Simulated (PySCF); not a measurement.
**Löwdin shares of the frontier orbitals**

Species: isopropyl acetate, C5H10O2.
Geometry (PBE0-D3(BJ)/def2-SVP, Å), atoms numbered from 1 in this order:
```
atom  x, y, z in Å
C1     2.5988   -0.0057    0.0088
C2     1.2072    0.0051    0.5725
O3     0.9295   -0.0876    1.7399
O4     0.2974    0.1338   -0.4018
C5    -1.0875    0.1600   -0.0166
C6    -1.8142    0.9353   -1.0927
C7    -1.5944   -1.2580    0.1591
H8     2.7085   -0.8436   -0.6949
H9     3.3255   -0.0997    0.8231
H10    2.7801    0.9189   -0.5581
H11   -1.1508    0.6867    0.9491
H12   -2.8821    1.0222   -0.8449
H13   -1.7240    0.4282   -2.0655
H14   -1.3971    1.9478   -1.1917
H15   -2.6603   -1.2514    0.4316
H16   -1.0408   -1.7675    0.9600
H17   -1.4790   -1.8274   -0.7761
```

Theory: TDDFT wB97X-D/def2-SVPD, vertical, gas phase, core orbitals frozen in the response (PySCF).

Frontier orbitals with the atoms that hold most of them (Löwdin shares over 4%, at most four atoms; ? is withheld):

```tsv
orbital	ε (eV)	atoms
HOMO-3	-12.08	C6 18%, O3 18%, C7 14%, C5 12%
HOMO-2	-11.39	C5 23%, O4 17%, H11 13%, C6 12%
HOMO-1	-10.60	O4 40%, O3 24%, C7 10%, C5 10%
HOMO	-9.89	?
LUMO	2.16	?
LUMO+1	2.26	C2 17%, C1 13%, C6 11%, O3 9%
LUMO+2	2.84	C1 21%, C6 14%, H12 9%, H9 8%
```

Q: Which atoms hold the LUMO, and with what shares?

A: C2 (bonded to C and 2 O) 31%; O3 (bonded to C) 24%; O4 (bonded to 2 C) 11%; C1 (bonded to C and 3 H) 9%. By element: carbon 40% or more, oxygen 35%.

Q: Give the leading atoms of the HOMO.

A: O3 (bonded to C) 66%; O4 (bonded to 2 C) 9%; C1 (bonded to C and 3 H) 8%; C2 (bonded to C and 2 O) 8%. By element: oxygen 75%, carbon 17% or more.

Q: How does S1 compare with the orbital gap of 12.05 eV?

A: S1 is at 5.98 eV (f = 0.0010), 6.07 eV below the gap, made of HOMO→LUMO (78%), HOMO→LUMO+1 (16%). Without the coupling terms of the response equations the lowest excitation would equal the gap.

Q: One configuration dominates each of S1, S3 and S5. Which, and how do the shares of the two leading atoms of either orbital change from the occupied to the empty one?

A: 
- S1 (5.98 eV, f 0.0010), HOMO→LUMO (78%): O3 66% → 24%, O4 9% → 11%, C2 8% → 31%; low, almost dark, from the terminal oxygen into the C=O bond, the pattern of n→π*
- S3 (8.19 eV, f 0.166), HOMO-1→LUMO (75%): O4 40% → 11%, O3 24% → 24%, C2 at most 10% → 31%
- S5 (8.73 eV, f 0.0051), HOMO-1→LUMO+1 (78%): O4 40% → at most 10%, O3 24% → 9%, C2 at most 10% → 17%, C1 at most 10% → 13%

Löwdin shares depend on the basis, the more so with diffuse functions.

One conformer stands for the species.
